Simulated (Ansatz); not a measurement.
Mo₂P₂. The state is a quintet with charge 0. Geometry r2SCAN-D4/def2-SVP; atoms count from 1.

```xyz
4

Mo   -0.734    0.116   -0.868
Mo    0.734   -0.117    0.868
P     1.570    0.158   -1.307
P    -1.570   -0.158    1.307
```

In the def2 sets Mo takes a core potential; there is no spin–orbit coupling. At PBE0-D4/def2-TZVP a triplet of charge 0 lies 0.79 eV below the quintet, each at its own geometry. The structure comes from a short search, and lower isomers may exist.

(1) Estimate the Mulliken populations from the PBE0/def2-TZVP orbitals of Ansatz.

(2) Where does the spin sit?

(3) And the Mayer bond orders between bonded heavy atoms (over 0.3)?

Answers

(1) 
```tsv
atom	charge (e)	spin (α − β)	d electrons
Mo1	0.52	1.91	4.65
Mo2	0.52	1.91	4.65
P3	-0.52	0.09	–
P4	-0.52	0.09	–
```
Mulliken values and Mayer orders depend strongly on the basis.

(2) Summed by element: Mo 3.81, P 0.19, of 4 unpaired in all. Largest on single atoms: Mo1 1.91, Mo2 1.91, P3 0.09.

(3) Mo1–Mo2 2.13 (2.29 Å); Mo1–P3 1.30 (2.35 Å); Mo1–P4 1.30 (2.35 Å); Mo2–P3 1.30 (2.35 Å); Mo2–P4 1.30 (2.35 Å). Values over 0.3 also appear between atoms too far apart for a bond (P3–P4 0.43 at 4.10 Å); they arise where an orbital or an unpaired electron spreads over both atoms.
